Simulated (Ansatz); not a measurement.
Consider the redistribution: `C#C[SiH](Cl)Cl` + `[SiH3]C[CH2][GeH3]` → `Cl[SiH](Cl)C[CH2][GeH3]` + `C#C[SiH3]`.

Isolated molecules relaxed with PBE0-D4/def2-TZVP in Ansatz; ΔE leaves out vibrations. CCSD(T)/CBS adds triple-zeta CCSD(T) − MP2 to the extrapolated MP2 energy (def2 sets, frozen cores). DFT in def2-TZVPP. B3LYP here is the variant with VWN-RPA as its local correlation; programs differ in this. For Ge outer-core shells are correlated without core-valence functions, which leaves a few kJ/mol of doubt a bond. Scalar relativity is left out up to krypton. Each species was taken in one conformer, which may not be the lowest.

```json
{"level": "PBE-D4", "ΔE (kJ/mol)": "-12.0", "difference from CCSD(T)/CBS": "0.4"}
{"level": "r2SCAN-D4", "ΔE (kJ/mol)": "-11.7", "difference from CCSD(T)/CBS": "0.7"}
{"level": "PBE0-D4", "ΔE (kJ/mol)": "-12.9", "difference from CCSD(T)/CBS": "-0.5"}
{"level": "B3LYP-D4", "ΔE (kJ/mol)": "-12.8", "difference from CCSD(T)/CBS": "-0.4"}
{"level": "ωB97X-V", "ΔE (kJ/mol)": "-13.9", "difference from CCSD(T)/CBS": "-1.5"}
{"level": "ωB97M-V", "ΔE (kJ/mol)": "-14.1", "difference from CCSD(T)/CBS": "-1.7"}
{"level": "B2PLYP", "ΔE (kJ/mol)": "-8.7", "difference from CCSD(T)/CBS": "3.7"}
{"level": "PBE", "ΔE (kJ/mol)": "-8.3", "difference from CCSD(T)/CBS": "4.1"}
{"level": "r2SCAN", "ΔE (kJ/mol)": "-10.6", "difference from CCSD(T)/CBS": "1.8"}
{"level": "PBE0", "ΔE (kJ/mol)": "-9.4", "difference from CCSD(T)/CBS": "3.0"}
{"level": "B3LYP", "ΔE (kJ/mol)": "-6.9", "difference from CCSD(T)/CBS": "5.5"}
{"level": "HF/def2-TZVPP", "ΔE (kJ/mol)": "-7.8", "difference from CCSD(T)/CBS": "4.6"}
{"level": "MP2/def2-TZVPP", "ΔE (kJ/mol)": "-11.6", "difference from CCSD(T)/CBS": "0.8"}
{"level": "SCS-MP2/def2-TZVPP", "ΔE (kJ/mol)": "-10.4", "difference from CCSD(T)/CBS": "2.0"}
{"level": "CCSD/def2-TZVPP", "ΔE (kJ/mol)": "-11.7", "difference from CCSD(T)/CBS": "0.7"}
{"level": "CCSD(T)/def2-TZVPP", "ΔE (kJ/mol)": "-12.1", "difference from CCSD(T)/CBS": "0.3"}
{"level": "HF/def2-QZVPP", "ΔE (kJ/mol)": "-7.4", "difference from CCSD(T)/CBS": "5.0"}
{"level": "MP2/def2-QZVPP", "ΔE (kJ/mol)": "-11.7", "difference from CCSD(T)/CBS": "0.7"}
{"level": "SCS-MP2/def2-QZVPP", "ΔE (kJ/mol)": "-10.4", "difference from CCSD(T)/CBS": "2.0"}
{"level": "HF/CBS(def2)", "ΔE (kJ/mol)": "-7.4", "difference from CCSD(T)/CBS": "5.0"}
{"level": "MP2/CBS(def2)", "ΔE (kJ/mol)": "-11.9", "difference from CCSD(T)/CBS": "0.5"}
{"level": "CCSD/CBS(def2)", "ΔE (kJ/mol)": "-12.0", "difference from CCSD(T)/CBS": "0.4"}
{"level": "CCSD(T)/CBS", "ΔE (kJ/mol)": "-12.4", "difference from CCSD(T)/CBS": "0"}
```

Largest T1 diagnostic among the species: 0.013.

The D4 term adds −5.9 kJ/mol with B3LYP and −3.5 kJ/mol with PBE0; it sums over pairs of atoms, weighted by their polarisabilities, and B3LYP, whose exchange is more repulsive, gets the larger term. In def2-TZVPP, CCSD(T) changes the Hartree–Fock value by −4.3 kJ/mol (the triples alone add −0.4 kJ/mol) and MP2 by −3.8 kJ/mol.
